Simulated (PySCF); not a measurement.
C5H6F2.
Geometry (PBE0-D3(BJ)/def2-SVP, Å), atoms numbered from 1 in this order:
```
atom  x, y, z in Å
C1     2.5281    0.8040   -0.3254
C2     1.5409   -0.0991   -0.2500
C3     0.1415    0.2501   -0.0828
C4    -0.8541   -0.6437   -0.0042
C5    -2.2890   -0.2702    0.1520
F6    -2.8238   -0.9135    1.2195
F7    -2.4349    1.0582    0.3505
H8     3.5710    0.5046   -0.4520
H9     2.3206    1.8766   -0.2615
H10    1.7789   -1.1673   -0.3153
H11   -0.1058    1.3153   -0.0165
H12   -0.6582   -1.7194   -0.0657
H13   -2.8933   -0.5459   -0.7332
```

Computed with core-valence-separated Tamm–Dancoff BHandHLYP/aug-pcX-1 (pcseg-1 on H) in PySCF, non-relativistic, gas phase, PBE0-D3(BJ)/def2-SVP geometry. Absolute energies from this functional tend to lie a few eV below measured edges; no shift was applied.

Task: What does the C 1s absorption edge look like?

Result: 
| E (eV) | f | core hole on | main final orbital | polarisation |
| --- | --- | --- | --- | --- |
| 282.17 | 0.0583 | C1 | LUMO (75 %) | normal to the local trigonal plane |
| 282.45 | 0.0545 | C4 | LUMO (79 %) | normal to the local trigonal plane |
| 282.58 | 0.0442 | C3 | LUMO (72 %) | normal to the local trigonal plane |
| 282.70 | 0.0668 | C2 | LUMO (69 %) | normal to the local trigonal plane |
| 285.98 | 0.0101 | C1 | LUMO+2 (84 %) | in the local trigonal plane |
| 286.12 | 0.0133 | C2 | LUMO+5 (33 %) | normal to the local trigonal plane |
| 286.18 | 0.0195 | C4 | LUMO+1 (68 %) | in the local trigonal plane |
| 286.19 | 0.0178 | C2 | LUMO+1 (51 %) | in the local trigonal plane |
| 286.37 | 0.0287 | C1 | LUMO+1 (33 %) | in the local trigonal plane |
| 286.47 | 0.0101 | C3 | LUMO+5 (35 %) | normal to the local trigonal plane |
| 286.75 | 0.0200 | C3 | spread | in the local trigonal plane |
| 287.22 | 0.0010 | C1 + C2 | LUMO+2/LUMO+5 (2 roots, f summed) | – |
| 287.29 | 0.0000 | C3 | LUMO+1 (69 %) | – |
| 287.35 | 0.0014 | C4 | LUMO+3 (69 %) | mixed |
| 287.42 | 0.0004 | C4 | LUMO+4 (58 %) | – |
| 287.47 | 0.0036 | C1 | spread | mixed |
| 287.57 | 0.0008 | C4 | LUMO+5 (47 %) | – |
| 287.58 | 0.0076 | C1 | LUMO+8 (40 %) | normal to the local trigonal plane |
| 287.71 | 0.0009 | C2 | LUMO+3 (42 %) | – |
| 287.78 | 0.0005 | C3 | LUMO+2 (44 %) | – |
| 287.89 | 0.0050 | C4 | LUMO+7 (35 %) | normal to the local trigonal plane |
| 287.95 | 0.0021 | C2 | spread | normal to the local trigonal plane |

The first line with a tenth or more of the strongest one's intensity is at 282.17 eV (f = 0.058), with the hole on C1 (terminal =CH2 carbon), polarised normal to the local trigonal plane: a 1s→π* resonance. The strongest listed is at 282.70 eV (f = 0.067; C2, 1s→π*).

Task: Give energies, oscillator strengths and core holes at the F K edge.

Result: 
```tsv
E (eV)	f	core hole on	main final orbital
685.36	0.0185	F6	LUMO (69 %)
686.01	0.0103	F7	LUMO (69 %)
686.73	0.0153	F7	spread
687.05	0.0066	F6	LUMO+1 (37 %)
687.34	0.0128	F7	LUMO+3 (67 %)
687.48	0.0086	F6	spread
687.81	0.0042	F6	LUMO+7 (30 %)
687.85	0.0031	F7	LUMO+1 (58 %)
688.00	0.0025	F6	spread
688.16	0.0049	F7	LUMO+7 (53 %)
688.34	0.0022	F7	spread
```

The first line with a tenth or more of the strongest one's intensity is at 685.36 eV (f = 0.018), with the hole on F6 (fluorine of a CF2 group). It is also the strongest listed.

Roots within 0.03 eV whose holes lie on the same, on equivalent or on shared atoms are summed into one line, and the highest roots are left out, as the search may have cut off their partners. Final orbitals are the ground state's empty Kohn–Sham orbitals. A dash: too weak, shared between unlike atoms, or no plane or axis to refer to.

Task: What is the summed oscillator strength of the listed C K lines, and their intensity-weighted mean energy?

Result: Σf = 0.367 over 22 lines from 282.17 to 287.95 eV; the weighted mean is 284.06 eV. The strongest line holds 18 % of the sum.

The ionisation thresholds weren't computed; near and above them a finite basis only mimics Rydberg series and continuum.

The run took about 40 s of CPU time (one thread, shared machine).

One conformer stands for the species.
